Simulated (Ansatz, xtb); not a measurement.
GaOSSi: where a starting geometry ends

The starting geometry of this gas-phase doublet was built from a drawn formula by distance geometry and a force field; its bonds are those of `S=[Si]1[O][Ga]1`.

```yaml
atoms:
  - { symbol: Ga, position_ang: [0.5992, -0.2875, -2.8628] }
  - { symbol: O, position_ang: [-0.8702, -1.3304, -2.3812] }
  - { symbol: S, position_ang: [0.6034, -1.5169, 0.8580] }
  - { symbol: Si, position_ang: [0.1752, -1.1741, -1.0035] }
```

Predict what it relaxes into with r2SCAN-D4/def2-SVP.

A bond breaks, giving a structure given below by its coordinates. Contacts that open: Ga1–Si4 (2.10 → 3.46 Å).

The energy falls by 1.58 eV over 14 steps:

```csv
step,E − E(last) (eV)
1,1.581
2,0.795
4,0.352
5,0.268
7,0.092
8,0.052
10,0.004
11,0.002
13,0.000
14,0.000
```

Final geometry (Å):

```xyz
4

Ga   -0.2865   -0.6927   -3.7701
O     0.2883   -0.6501   -2.0247
S    -0.1225   -2.1403    0.8367
Si    0.6282   -0.8259   -0.4314
```

From the same start GFN2-xTB reaches the same bonding as this run.

No frequencies were run, so the end isn't proven a minimum. Open shells are spin-unrestricted. Run with Ansatz 0.2.0, 110 s on 1 thread of Intel(R) Xeon(R) 6975P-C (Granite Rapids) (shared host).
